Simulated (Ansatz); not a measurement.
## Energy profile

The step: Si₂NH₇OF₂ ([NH3][Si]([OH])([F])([F])[SiH3]) + HF → SiNH₄OF₃ ([NH3][Si]([OH])([F])([F])[F]) + SiH₄; bonds formed: Si1–F9, Si2–H8; bonds broken: Si1–Si2, H8–F9 (atoms numbered as in the saddle structure below).

Si1  (0.178, 0.135, -0.242)
Si2  (-1.891, -0.610, 1.092)
F3  (-0.142, -0.905, -1.462)
F4  (0.772, 0.949, 1.068)
O5  (-0.596, 1.426, -0.944)
H6  (2.344, -0.577, -1.201)
N7  (1.928, 0.339, -1.057)
H8  (-0.125, -1.257, 0.915)
F9  (0.962, -1.463, 0.663)
H10  (-2.263, 0.718, 1.648)
H11  (-1.953, -1.583, 2.227)
H12  (-2.888, -1.033, 0.078)
H13  (-0.679, 2.175, -0.351)
H14  (2.542, 0.899, -0.474)
H15  (1.811, 0.788, -1.960)
(Å)

Electronic energies by CCSD(T) at an estimated basis limit (MP2 extrapolated from triple and quadruple zeta, plus CCSD(T) − MP2 in triple zeta), on PBE0-D4/def2-TZVP structures; Si2NH8OF3, singlet; no counterpoise correction. Ansatz 0.2.0; basis: def2-TZVPP and def2-QZVPP; cores frozen in the correlated methods. Extrapolation: Hartree–Fock as exp(−7.88 √X), correlation as X^−2.97.

Q: Give the profile in kJ/mol, counted from the separated reactants. (To be estimated.)

A: Computed:
```
                                                                                                                                                       point  kJ/mol
separated: Si2NH7OF2 (linked as [NH3][Si]([OH])([F])([F])[SiH3]; Si1, Si2, F3, F4, O5, H6, N7, H10, H11, H12, H13, H14, H15; singlet) + HF (H8, F9; singlet)     0.0
                                                                                                                                             start structure   -33.2
                                                                                                                                                      saddle    69.3
                                                                                                                                               end structure  -199.6
  separated: SiNH4OF3 (linked as [NH3][Si]([OH])([F])([F])[F]; Si1, F3, F4, O5, H6, N7, F9, H13, H14, H15; singlet) + SiH4 (Si2, H8, H10, H11, H12; singlet)  -190.0
```

The T1 diagnostic stays at or below 0.013.

For scale, one of the runs: CCSD(T)/def2-TZVPP, 351 basis functions, launched by `ansatz run in.yaml --threads 4 --pin off --events-out ev --progress --plain --max-ram 66560MiB --backend cuda --devices 0, --max-vram 37GiB`. Time: 28 s of wall clock on 4 CPU threads of an AMD EPYC 7R13 and a share of one NVIDIA H100; the host was shared. Peak host memory: 0.86 GiB.
